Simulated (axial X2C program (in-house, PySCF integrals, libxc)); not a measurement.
**Curves of GaH⁺ by EOM-EA-CCSD**

Calculated with an in-house all-electron X2C program for linear molecules (integrals from PySCF): two-component X2C with atomic mean-field Coulomb and Gaunt terms, Gaussian nuclei, basis Ga dyall-acv3z, H dyall-av3z with contracted cores.

Energies in eV from the lowest point of the lowest state; states are followed by energy order within each Ω. Reference: GaH²⁺, 12 electrons correlated in 92 virtual spinors with an MP2 remainder; levels at this size can be off by some tenths of an eV. Masses 68.926 and 1.008 u.

| R (Å) | (1)Ω=1/2 | (2)Ω=1/2 | (1)Ω=3/2 |
| --- | --- | --- | --- |
| 1.540 | 0.0276 | 3.8417 | 3.9373 |
| 1.607 | 0.0000 | 3.8584 | 3.9533 |
| 1.674 | 0.0131 | 3.9200 | 4.0142 |
| 1.749 | 0.0577 | 4.0279 | 4.1214 |
| 1.825 | 0.1185 | 4.1645 | 4.2575 |
| 1.925 | 0.2041 | 4.3743 | 4.4671 |

No minimum in range: (2)Ω=1/2, (1)Ω=3/2; the order of states may turn beyond it. T1 of the reference reaches 0.019 (Lee–Taylor). Curves followed by order can swap character. Number of frozen shells: Ga 3 s, 2 p; H none. Roots with under 60 % one-particle weight at any point are counted in the labels but not shown, and the list ends where the roots sought for some Ω run out; states that need a further excitation are missing and may lie low or lowest. Curves with a minimum but no constants failed the fit check.
